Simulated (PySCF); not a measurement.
# Working out the ionisation energy of Cu⁺

Cu⁺ [Ar] 3d10 (1S) → Cu²⁺ [Ar] 3d9 (2D). Computed with PySCF 2.14 in x2c-TZVPPall, with the spin-free X2C one-electron Hamiltonian (Gaussian nucleus). Frozen: [Ar]. Energies in hartree (1 hartree = 27.21139 eV):

```csv
part,Cu⁺ (lower),Cu²⁺ (upper)
UHF,-1652.890205,-1652.258879
CCSD correlation,-0.395025,-0.301403
(T),-0.013216,-0.006358
```

What does Hartree-Fock give?

(-1652.258879) − (-1652.890205) = 0.631326 hartree = 17.179 eV.

What do CCSD and CCSD(T) give?

The CCSD correlation energies differ by 0.093622 hartree = 2.548 eV and the triples by 0.006858 hartree = 0.187 eV, so CCSD gives 19.727 eV and CCSD(T) 19.914 eV.

A first-order spin-orbit estimate adds -0.105 eV to CCSD(T) (valence), giving 19.809 eV against 20.292 eV (measured; NIST Atomic Spectra Database, ionization energies).

What remains against the reference includes basis incompleteness, the frozen core and higher excitations.
